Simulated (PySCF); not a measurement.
# OsO3(OH)2 at several levels of theory

Computed with PySCF 2.14.0 (density fitting, no spin-orbit coupling) at the geometry relaxed with r2SCAN:

```xyz
8
OsO3(OH)2 (singlet)
Os   -0.0373   -0.0373    0.1017
O     0.0327    0.0327    1.7999
O     1.5738   -0.3084   -0.4359
O    -0.3084    1.5738   -0.4359
O    -1.9222   -0.2969   -0.3270
H    -2.3361    0.5759   -0.4378
O    -0.2969   -1.9222   -0.3270
H     0.5759   -2.3361   -0.4378
```

```
 level                                              basis    state  HOMO (eV)  gap (eV)  charge on Os1 (e)  dipole about the centre of mass (D)  largest force component (eV/Å)
r2SCAN     Os def2-SVP with ECP60, O def2-SVP, H def2-SVP  singlet      -8.18      2.57               1.29                                 0.58                            0.01
  TPSS                                           the same  singlet      -7.82      2.42               1.20                                 0.57                            0.73
  BP86                                           the same  singlet      -7.82      2.33               1.09                                 0.56                            0.89
revPBE                                           the same  singlet      -7.63      2.32               1.12                                 0.56                            0.96
 wB97X                                           the same  singlet     -11.72      8.78               1.32                                 0.64                            1.72
r2SCAN  Os def2-TZVP with ECP60, O def2-TZVP, H def2-TZVP  singlet      -8.24      2.66               1.54                                 0.53                            0.26
```

Charges are Mulliken's, which hang on the basis. The relaxation used the grid (50, 194), these runs (75, 302) or, all-electron (x2c bases, spin-free X2C Hamiltonian), (99, 590).

Question: What does r2SCAN with Os x2c-SVPall, O x2c-SVPall, H x2c-SVPall give here?

Answer: state singlet, HOMO (eV) -8.30, gap (eV) 2.43, charge on Os1 (e) 0.93, dipole about the centre of mass (D) 0.51, largest force component (eV/Å) 0.81. Time: 48 s on 2 threads of Arm Neoverse V1, with other jobs on the host, from free ions and atoms.

In the first row's basis the gap widens with exact exchange: 2.3 to 2.6 eV for revPBE, BP86, TPSS, r2SCAN (none); 8.8 eV for wB97X (rising or full at long range).

No frequency check is given that shows the relaxed geometry to be a minimum.
